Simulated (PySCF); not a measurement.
Stepwise substitution at one centre (Si Br-OH). Isolated molecules, 0 K electronic values unless said otherwise. One relaxed conformer stands for each flexible species; it need not be the lowest. Strings in code marks are SMILES.

Method: PySCF 2.14.0 with PBE-D3(BJ)/def2-TZVP // PBE0-D4/def2-TZVP. Excitations are Tamm–Dancoff values on a coarser integration grid. The basis has no diffuse functions, so Rydberg states are missing or too high.

| species | S1–T1 gap (TDA) (eV) | HOMO (eV) | S1 excitation (TDA) (eV) |
|---|---|---|---|
| 0 of 4 Br replaced by OH (`Br[Si](Br)(Br)Br`) | – | -7.40 | 5.02 |
| 1 of 4 Br replaced by OH | 0.32 | -7.23 | 5.52 |
| 2 of 4 Br replaced by OH (`[Si](Br)(O)(Br)O` (H–O–Si–Br torsion -66°, Br–Si–O–H torsion -46°)) | 0.35 | -7.12 | 6.15 |
| 4 of 4 Br replaced by OH (`O[Si](O)(O)O`) | 0.20 | -7.33 | 6.99 |
